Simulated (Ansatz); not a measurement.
Consider the isomerisation: `[SiH3]C1BN1` → `C=NB[SiH3]`.

Isolated molecules relaxed with PBE0-D4/def2-TZVP in Ansatz; ΔE leaves out vibrations. CCSD(T)/CBS adds triple-zeta CCSD(T) − MP2 to the extrapolated MP2 energy (def2 sets, frozen cores). Each species was taken in one conformer, which may not be the lowest.

| species | CCSD(T)/CBS(def2) energy (Eh) |
| --- | --- |
| `[SiH3]C1BN1` | -410.19732 |
| `C=NB[SiH3]` | -410.21746 |

Problem. Work out ΔE.

Solution. ΔE = (-410.21746) − (-410.19732) = -0.02014 Eh = -52.9 kJ/mol.

Largest T1 diagnostic among the species: 0.017.

At CCSD(T), def2-SVP lies −15.4 kJ/mol from the extrapolated value and def2-TZVPP −6.2 kJ/mol. From r2SCAN to r2SCAN0 (25 % exact exchange), in def2-TZVPP and without D4, ΔE moves by +12.0 kJ/mol. In def2-TZVPP, CCSD(T) changes the Hartree–Fock value by +4.5 kJ/mol (the triples alone add −2.1 kJ/mol) and MP2 by +21.5 kJ/mol.
